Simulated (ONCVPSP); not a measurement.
## Pseudopotential generation for xenon: ONCV, LDA (Perdew-Wang 92), scalar-relativistic.

xenon, optimised norm-conserving Vanderbilt (ONCV), made with ONCVPSP 4.0.1 (LDA (Perdew-Wang 92), scalar-relativistic). Core [Kr] 4d10, reference 5s2 5p6. Waves: 5s: rc 1.55 bohr, ncon 4, nbas 7, qcut 3.9 1/bohr, 2 projectors, debl 1.3 Ha; 5p: rc 1.70 bohr, ncon 4, nbas 7, qcut 5.8 1/bohr, 2 projectors, debl 2.7 Ha; d scattering state at 0.12 Ha: rc 1.65 bohr, ncon 4, nbas 8, qcut 6.2 1/bohr, 3 projectors, debl 3.3 Ha. Local part: polynomial inside 1.00 bohr (lpopt 5, dvloc0 1 Ha). Core correction: Teter function, fcfact 1.5, rcfact 1.4.

All-electron outer shells of the reference configuration (LDA (PZ), scalar-relativistic, ld1.x):

```csv
shell,level (eV),outermost node (bohr),outermost maximum (bohr)
4p,-141.02,0.36,0.69
4d,-59.45,0.34,0.75
5s,-19.98,0.85,1.63
5p,-8.39,0.92,1.91
```

Problem. Estimate the cutoffs (Ha) at which the residual kinetic energy of the hardest occupied pseudo-wave falls to 1 and 0.1 mHa per electron.

Solution. 14 Ha and 32 Ha. The cutoffs count occupied waves only; projector 2 of the d channel, the hardest unoccupied one, needs 107 Ha at the loose tolerance.

Problem. Does the potential have ghost states?

Solution. Ghosts flagged at negative energy: s at -141.5 eV, p at -75.8 eV, d at -63.1 eV; GHOST(+) flagged for d at 322.5 eV. A true bound ghost makes a file unfit for plane-wave use.

Problem. Which valence shell sets the plane-wave cutoff?

Solution. 5s: 14 Ha for 1 mHa per electron, against 9 Ha for 5p.

Problem. Tests: 5s2 5p5; 5s2 5p4; 5s2 5p3; 5s1 5p6. Which has the largest error in its energy relative to the reference configuration, and how large is it?

Solution. 5s2 5p3, with -31 meV (all-electron minus pseudo) on +66.60 eV.
